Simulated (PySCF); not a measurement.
Species: C₅H₆FNS.
Cartesian coordinates in Å at the PBE0-D3(BJ)/def2-SVP level; atoms count from 1:
```xyz
14
C5H6FNS angstrom
C     -1.298    0.510   -1.295
C     -0.808    0.244    0.122
C     -0.609   -1.175    0.387
N     -0.413   -2.301    0.573
S      0.732    1.163    0.558
C      1.861    0.508   -0.621
C      2.661   -0.504   -0.280
F      3.559   -0.997   -1.111
H     -1.450    1.589   -1.437
H     -0.564    0.155   -2.032
H     -2.247   -0.014   -1.480
H     -1.534    0.629    0.858
H      1.940    0.957   -1.616
H      2.645   -1.001    0.696
```

All values: B3LYP/def2-SVPD (PySCF, non-relativistic), on one gas-phase PBE0-D3(BJ)/def2-SVP geometry that isn't relaxed in the solvent. The solvent is an IEF-PCM continuum (cavity from Bondi-type radii × 1.2), and excitations are vertical TDDFT with non-equilibrium linear response and a frozen core. The model holds no explicit solvent molecules, cavitation or dispersion.

Gas-phase singlets (H = HOMO, L = LUMO):

```tsv
state	E (eV)	λ (nm)	f	leading configurations
S1	4.733	262	0.003	H→L 98%
S2	5.815	213	0.013	H→L+1 91%
S3	6.148	202	0.007	H→L+2 78%, H→L+3 11%
S4	6.195	200	0.156	H-1→L 79%, H-1→L+1 11%
S5	6.524	190	0.025	H→L+3 81%, H→L+2 11%
```

Problem. What are the lowest 5 singlets in cyclohexane (ε = 2.017)?

Solution. 
| state | E (eV) | λ (nm) | f | leading configurations | change by rank (eV) |
| --- | --- | --- | --- | --- | --- |
| S1 | 4.748 | 261 | 0.004 | H→L 98% | +0.015 |
| S2 | 5.786 | 214 | 0.017 | H→L+1 93% | -0.029 |
| S3 | 6.100 | 203 | 0.202 | H-1→L 83%, H-1→L+1 10% | -0.048 |
| S4 | 6.177 | 201 | 0.005 | H→L+2 80%, H→L+3 13% | -0.018 |
| S5 | 6.511 | 190 | 0.027 | H→L+3 75%, H→L+2 13% | -0.013 |

Problem. How does the list change in acetonitrile (ε = 35.69)?

Solution. 
```tsv
state	E (eV)	λ (nm)	f	leading configurations	change by rank (eV)
S1	4.767	260	0.004	H→L 98%	+0.034
S2	5.752	216	0.017	H→L+1 95%	-0.063
S3	6.052	205	0.161	H-1→L 82%, H-1→L+1 13%	-0.096
S4	6.215	200	0.005	H→L+2 80%, H→L+3 14%	+0.020
S5	6.467	192	0.023	H→L+3 76%, H→L+2 15%	-0.057
```

Problem. The ground-state energy changes by -0.337 eV from gas to acetonitrile. By how much does the total energy of gas-phase S1 change?

Solution. E(S1) = E(S0) + excitation energy, so it changes by -0.337 + 0.034 = -0.303 eV: it is lowered less than the ground state, which is what a blue shift means. This is the vertical state, with the slow part of the continuum still set for S0.

Problem. How do the frontier levels move from gas to acetonitrile?

Solution. 
| orbital | gas (eV) | solvent (eV) | change (eV) | Löwdin shares, gas | Löwdin shares, solvent |
| --- | --- | --- | --- | --- | --- |
| LUMO+2 | 0.05 | 0.24 | +0.19 | S5 29 %, C6 14 %, C3 10 %, N4 9 % | N4 26 %, C3 23 %, S5 12 %, C6 9 % |
| LUMO+1 | -0.35 | -0.23 | +0.12 | S5 26 %, N4 18 %, C3 16 %, C2 13 % | S5 23 %, N4 19 %, C3 18 %, C2 10 % |
| LUMO | -1.29 | -1.08 | +0.21 | C7 28 %, C6 20 %, S5 18 %, C2 9 % | C7 25 %, S5 19 %, C6 18 %, C2 10 % |
| HOMO | -7.20 | -7.03 | +0.17 | S5 70 %, C6 10 %, C2 6 % | S5 70 %, C6 10 %, C2 7 % |
| HOMO-1 | -7.87 | -7.65 | +0.22 | C6 33 %, C7 25 %, S5 14 %, F8 13 % | C6 33 %, C7 26 %, S5 13 %, F8 13 % |
| HOMO-2 | -9.35 | -9.37 | -0.02 | N4 37 %, C3 27 %, S5 15 %, C6 6 % | N4 30 %, S5 22 %, C3 20 %, C6 8 % |
| HOMO-3 | -9.41 | -9.47 | -0.06 | N4 45 %, C3 33 %, C2 8 %, C1 5 % | N4 39 %, C3 27 %, C2 12 %, C1 7 % |

The HOMO–LUMO gap goes from 5.91 to 5.95 eV. Rows go by rank; for LUMO+2 the atom shares or the degeneracy differ between the runs, so the row needn't follow one orbital.
